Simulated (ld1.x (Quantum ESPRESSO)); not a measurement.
silver (Ag): excitation energies, all-electron against TM

* Element: Ag (Z = 47)
* Generator: ld1.x (Quantum ESPRESSO) 7.5
* Type: norm-conserving Troullier–Martins (Kleinman–Bylander form)
* Functional: LDA (PZ)
* Relativity: scalar-relativistic
* Frozen core: [Ar] 3d10 4s2
* Valence charge: 17
* Reference configuration: 4p6 4d10 5s1 5p0
* Partial waves: 4p (bound): rc 1.00 bohr; 4d (bound): rc 1.10 bohr; 5s (bound): rc 2.45 bohr
* Local potential: the s channel
* Core correction: none

Energies are relative to the spin-unpolarised reference configuration 4p6 4d10 5s1 5p0; without spin polarisation the order of configurations can differ from experiment. Spin-polarised rows fill each open shell by Hund’s rule, majority spin first.

```tsv
valence configuration	charge	ΔE all-electron (eV)	error AE − PS (meV)
4p6 4d9 5s0 5p0	+2	30.485	-80
4p6 4d10 5s0.5 5p0	+0.5	3.186	-2.4
4p6 4d9 5s1 5p1	0	8.572	-768
4p6 4d9 5s1 5p0	+1	13.379	-75
4p6 4d10 5s0 5p1	0	4.021	-485
4p6 4d10 5s1 5p0 (spin-polarised)	0	-0.149	+0.3
4p6 4d9 5s0 5p0 (spin-polarised)	+2	30.325	-54
```

(1) What are ΔE and the potential's error for 4p6 4d10 5s0 5p0?

(2) What are ΔE and the potential's error for 4p6 4d8 5s0 5p0?

Levels in the configuration 4p6 4d9 5s0 5p0:

```json
{"level": "4p", "all-electron (eV)": "-81.103", "pseudo (eV)": "-81.368"}
{"level": "4d", "all-electron (eV)": "-29.147", "pseudo (eV)": "-29.324"}
```

## Answers

(1) ΔE = 8.102 eV all-electron; the error (AE − PS) is -11 meV.

(2) ΔE = 66.919 eV all-electron; the error (AE − PS) is -397 meV.

These tests converged, but a pseudo level misses the all-electron one widely, so the file describes the atom poorly there or has found another state: 4p6 4d8 5s0 5p0: empty 5p by 2.9 eV.
